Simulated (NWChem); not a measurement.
CrN2H2ClF; SMILES [NH]=[Cr](=[NH])([F])[Cl]

```xyz
7

Cr    -0.0210    -0.3329     0.0000
N     -0.8715    -0.7032    -1.2744
H     -1.7779    -0.9828    -1.6601
N     -0.8715    -0.7032     1.2744
H     -1.7779    -0.9828     1.6601
F      1.4389    -1.2193     0.0000
Cl     0.1947     1.8101     0.0000
```
Atoms are numbered in this order, from 1.

Computed with NWChem. Pople sets run with spherical d functions. All runs use the structure optimised with PBE0/def2-SVP.

### Question
Predict the results for PW6B95/6-31G*. Quantities: highest occupied level (eV); orbital gap (eV); dipole (D).

### Answer
```
Quantity                     Result
---------------------------  ------
highest occupied level (eV)   -8.34
orbital gap (eV)               5.07
dipole (D)                     4.80
```
